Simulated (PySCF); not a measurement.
## Name the molecule from its bond curve

A diatomic of charge 0 contains Ge. Its doublet curve at BHandHLYP in a triple-zeta basis (no relativity, PySCF), in eV from the separated fragments:

| R (Å) | E (eV) |
| --- | --- |
| 1.846 | -1.784 |
| 1.931 | -2.529 |
| 2.017 | -2.931 |
| 2.082 | -3.065 |
| 2.146 | -3.091 |
| 2.210 | -3.034 |
| 2.296 | -2.869 |
| 2.404 | -2.596 |
| 2.532 | -2.247 |
| 2.704 | -1.791 |

The fit gives ωe = 516 cm⁻¹ and the rotational constant Bₑ = 0.1700 cm⁻¹.

Problem. Which atom is the partner?

Solution. The minimum lies at 2.131 Å, so the reduced mass is 16.8576 u Å² cm⁻¹/(Bₑ·Re²) = 21.84 u. With Ge at 73.92 u the partner weighs about 31.0 u: P. The molecule is GeP.

Spin–orbit coupling is left out. The state is the lowest determinant that a PBE0 search found; another state may lie lower at other levels.
